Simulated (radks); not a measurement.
Task: The rhodium ion Rh+, 44 electrons, occupied as [Kr] 4d8. Calculated with a radial shooting solver on a logarithmic mesh with Libxc functionals: Dirac Kohn-Sham, exchange-only B88, spin-unpolarised, spherical densities, finite nucleus; open shells fill j = l - 1/2 first; Fermi nuclear charge, rms radius 4.4945 fm. Some entries of the table are withheld. Estimate them.

| orbital | occ. | eigenvalue (hartree) | <r> (bohr) |
|---|---|---|---|
| 1s1/2 | 2 | -846.5627 | 0.03263 |
| 2s1/2 | 2 | -122.9065 | 0.1416 |
| 2p1/2 | 2 | -113.8288 | 0.1203 |
| 2p3/2 | 4 | -108.5111 | 0.1252 |
| 3s1/2 | 2 | -22.15050 | 0.3906 |
| 3p1/2 | 2 | -18.59701 | 0.3831 |
| 3p3/2 | 4 | -17.68240 | 0.3939 |
| 3d3/2 | 4 | -11.38605 | (1) |
| 3d5/2 | 6 | -11.20566 | (2) |
| 4s1/2 | 2 | -3.27301 | 0.9804 |
| 4p1/2 | 2 | -2.19472 | 1.061 |
| 4p3/2 | 4 | -2.05107 | 1.093 |
| 4d3/2 | 4 | -0.47094 | 1.547 |
| 4d5/2 | 4 | -0.45630 | 1.571 |
| 5s1/2 | 0 | -0.37401 | 3.016 |
| 5p1/2 | 0 | (3) | (4) |
| 5p3/2 | 0 | (5) | (6) |

Result: 
(1) 3d3/2 <r> (bohr): 0.3684
(2) 3d5/2 <r> (bohr): 0.3719
(3) 5p1/2 eigenvalue (hartree): -0.21663
(4) 5p1/2 <r> (bohr): 3.921
(5) 5p3/2 eigenvalue (hartree): -0.20892
(6) 5p3/2 <r> (bohr): 4.039
